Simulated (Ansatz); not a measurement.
Calculation: frozen-core CCSD(T)/def2-TZVPP // PBE0-D3(BJ)/def2-TZVP (Ansatz, an electronic-structure program).

Ansatz 0.2 input:
```yaml
crystal:
  periodic: [false, false, false]
  atoms:
    - { symbol: C, position_ang: [1.566382, 0.136249, 0.12395] }
    - { symbol: C, position_ang: [0.35305, -0.275573, -0.100864] }
    - { symbol: C, position_ang: [-0.861759, -0.671819, -0.319154] }
    - { symbol: Se, position_ang: [-2.442974, 0.332459, 0.036469] }
    - { symbol: H, position_ang: [2.057433, -0.047464, 1.075084] }
    - { symbol: H, position_ang: [2.130092, 0.672049, -0.634138] }
    - { symbol: H, position_ang: [-1.073883, -1.649064, -0.739451] }
    - { symbol: H, position_ang: [-1.728341, 1.503165, 0.558106] }
basis:
  gaussian: { orbitals: def2-TZVPP }
correlation:
  method: ccsd_t
```

Output:

```
Functional definition: HF
1208 factors; integrals over basis functions are off by at most 8.0e-4 eV
mean field evaluation 1: about -68454.1005 eV, gradient 2.8e1 eV
mean field evaluation 2: about -68454.3562 eV, gradient 2.8e1 eV
mean field evaluation 4: about -68456.8774 eV, gradient 3.9e0 eV
mean field evaluation 8: about -68456.9380 eV, gradient 2.9e-1 eV
mean field evaluation 16: about -68456.9386 eV, gradient 1.4e-6 eV
mean field -68456.93862545 eV, -2515.7460927057 hartree, gradient 1.4e-6 eV, S^2 0.000000; 0 other end points of the search recorded, 0 dependent functions left out
12 core orbitals not correlated
reference -68456.93862545 eV, -2515.7460927057 hartree; 16, 16 occupied and 169, 169 virtual orbitals, 1208 factors
second order -20.27843381 eV of doubles, -0.00000000 eV of singles
cycle   1  -20.32813265 eV  change   -5.0e-2 eV  update   1.0e-1
cycle   2  -20.89629438 eV  change   -5.7e-1 eV  update   3.3e-2
cycle   3  -21.00888522 eV  change   -1.1e-1 eV  update   1.6e-2
cycle   4  -21.00066063 eV  change    8.2e-3 eV  update   4.6e-3
cycle   5  -21.00277556 eV  change   -2.1e-3 eV  update   2.0e-3
cycle   6  -21.00341740 eV  change   -6.4e-4 eV  update   5.4e-4
cycle   7  -21.00324570 eV  change    1.7e-4 eV  update   2.4e-4
cycle   8  -21.00327430 eV  change   -2.9e-5 eV  update   7.9e-5
cycle   9  -21.00329738 eV  change   -2.3e-5 eV  update   3.0e-5
perturbative correction -0.98265810 eV, -0.0361120191 hartree
Total energy: -68478.92458092 eV, -2516.5540616668 hartree
```

Cost: about 2.9 core-minutes (a rough figure).
